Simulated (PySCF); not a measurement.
GeFCl2Br, SMILES [F][Ge]([Cl])([Cl])[Br].

The structure is a stationary point at PBE0-D3(BJ)/def2-SVP.

The numbers are results of PBE0-D3(BJ)/def2-SVP (PySCF), not measurements.

Frequencies are harmonic and unscaled.

Computed vibrational spectrum:
```json
[
 {"mode": "1", "ν (cm⁻¹)": "111", "IR (km/mol)": "0.5", "moving atoms (share of kinetic energy)": "Cl 57 %, Br 24 %, Ge 11 %"},
 {"mode": "2", "ν (cm⁻¹)": "122", "IR (km/mol)": "0.4", "moving atoms (share of kinetic energy)": "Cl 62 %, F 17 %, Br 15 %"},
 {"mode": "3", "ν (cm⁻¹)": "158", "IR (km/mol)": "4.6", "moving atoms (share of kinetic energy)": "Cl 52 %, Ge 34 %, F 8 %"},
 {"mode": "4", "ν (cm⁻¹)": "197", "IR (km/mol)": "15.6", "moving atoms (share of kinetic energy)": "F 60 %, Br 21 %, Cl 15 %"},
 {"mode": "5", "ν (cm⁻¹)": "209", "IR (km/mol)": "17.5", "moving atoms (share of kinetic energy)": "F 61 %, Cl 23 %, Ge 14 %"},
 {"mode": "6", "ν (cm⁻¹)": "324", "IR (km/mol)": "33.6", "moving atoms (share of kinetic energy)": "Br 40 %, Ge 38 %, Cl 18 %"},
 {"mode": "7", "ν (cm⁻¹)": "444", "IR (km/mol)": "70.2", "moving atoms (share of kinetic energy)": "Cl 64 %, Ge 33 %"},
 {"mode": "8", "ν (cm⁻¹)": "476", "IR (km/mol)": "91.1", "moving atoms (share of kinetic energy)": "Cl 59 %, Ge 41 %"},
 {"mode": "9", "ν (cm⁻¹)": "747", "IR (km/mol)": "72.2", "moving atoms (share of kinetic energy)": "F 79 %, Ge 21 %"}
]
```
